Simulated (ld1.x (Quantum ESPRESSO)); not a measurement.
# Logarithmic derivatives: silver, TM

ld1.x (Quantum ESPRESSO) 7.5 input, shortened:

```
&input
   title='Ag', zed=47., rel=2, dft='PBE', iswitch=3,
   config='[Kr] 4d9.5 5s0 5p0', rel_dist='average'
 /
 &inputp
   pseudotype=2, tm=.true., lloc=0,
   nlcc=.false.
 /
3
4P  2  1   6.00   0.00  1.35  1.35  0.0
4D  3  2   9.50   0.00  1.35  1.35  0.0
4S  1  0   2.00   0.00  1.20  1.20  0.0
 &test
   configts(1)='4s2 4p6 4d9.5 5s0 5p0'
 /
```

Open shells are filled in proportion to 2j + 1 (rel_dist='average').

The phase is arctan(r·u′/u) with u = r·R(r), unwrapped; energies in Ry, scanned from -10 to 5 Ry. A pole is an energy at which the radial function vanishes at the test radius. The pseudo phase is shifted by a multiple of π to meet the all-electron one at the reference energy, and phase errors are pseudo minus all-electron; the curves can meet again beyond the range given. Levels narrower than the energy grid can be missing from the lists of poles.

```tsv
channel	radius (bohr)	reference energy (Ry)	poles, all-electron	poles, pseudo	unbroken range about the reference energy with phases within 0.05 rad	phase error 1 Ry above the reference energy (rad)
s	1.50	-8.09	-6.99	-7.00	below -0.6	-0.001
p1/2	1.50	-5.67	-4.18	-4.20	below 1.3	-0.001
p3/2	1.50	-5.29	-3.62	-3.65	below 0.8	-0.002
d3/2	1.50	-1.65	1.20	1.12	the whole range	-0.002
d5/2	1.50	-1.60	1.32	1.23	the whole range	-0.002
```

Phases in the p1/2 channel:

```json
{"E (Ry)": "-10.00", "all-electron": "1.250", "pseudo": "1.248"}
{"E (Ry)": "-9.52", "all-electron": "1.223", "pseudo": "1.221"}
{"E (Ry)": "-9.04", "all-electron": "1.188", "pseudo": "1.185"}
{"E (Ry)": "-8.56", "all-electron": "1.139", "pseudo": "1.135"}
{"E (Ry)": "-8.08", "all-electron": "1.064", "pseudo": "1.059"}
{"E (Ry)": "-7.60", "all-electron": "0.937", "pseudo": "0.930"}
{"E (Ry)": "-7.12", "all-electron": "0.680", "pseudo": "0.671"}
{"E (Ry)": "-6.64", "all-electron": "0.086", "pseudo": "0.075"}
{"E (Ry)": "-6.16", "all-electron": "-0.751", "pseudo": "-0.753"}
{"E (Ry)": "-5.68", "all-electron": "-1.194", "pseudo": "-1.194"}
{"E (Ry)": "-5.20", "all-electron": "-1.392", "pseudo": "-1.392"}
{"E (Ry)": "-4.72", "all-electron": "-1.498", "pseudo": "-1.499"}
{"E (Ry)": "-4.24", "all-electron": "-1.564", "pseudo": "-1.567"}
{"E (Ry)": "-3.76", "all-electron": "-1.611", "pseudo": "-1.615"}
{"E (Ry)": "-3.28", "all-electron": "-1.648", "pseudo": "-1.652"}
{"E (Ry)": "-2.80", "all-electron": "-1.677", "pseudo": "-1.683"}
{"E (Ry)": "-2.32", "all-electron": "-1.703", "pseudo": "-1.711"}
{"E (Ry)": "-1.84", "all-electron": "-1.727", "pseudo": "-1.736"}
{"E (Ry)": "-1.36", "all-electron": "-1.750", "pseudo": "-1.762"}
{"E (Ry)": "-0.88", "all-electron": "-1.772", "pseudo": "-1.787"}
{"E (Ry)": "-0.40", "all-electron": "-1.795", "pseudo": "-1.814"}
{"E (Ry)": "0.08", "all-electron": "-1.819", "pseudo": "-1.843"}
{"E (Ry)": "0.56", "all-electron": "-1.844", "pseudo": "-1.876"}
{"E (Ry)": "1.04", "all-electron": "-1.873", "pseudo": "-1.914"}
{"E (Ry)": "1.52", "all-electron": "-1.905", "pseudo": "-1.961"}
{"E (Ry)": "2.00", "all-electron": "-1.943", "pseudo": "-2.019"}
{"E (Ry)": "2.48", "all-electron": "-1.989", "pseudo": "-2.095"}
{"E (Ry)": "2.96", "all-electron": "-2.044", "pseudo": "-2.198"}
{"E (Ry)": "3.44", "all-electron": "-2.115", "pseudo": "-2.345"}
{"E (Ry)": "3.92", "all-electron": "-2.207", "pseudo": "-2.562"}
{"E (Ry)": "4.40", "all-electron": "-2.330", "pseudo": "-2.877"}
{"E (Ry)": "4.88", "all-electron": "-2.501", "pseudo": "-3.275"}
```
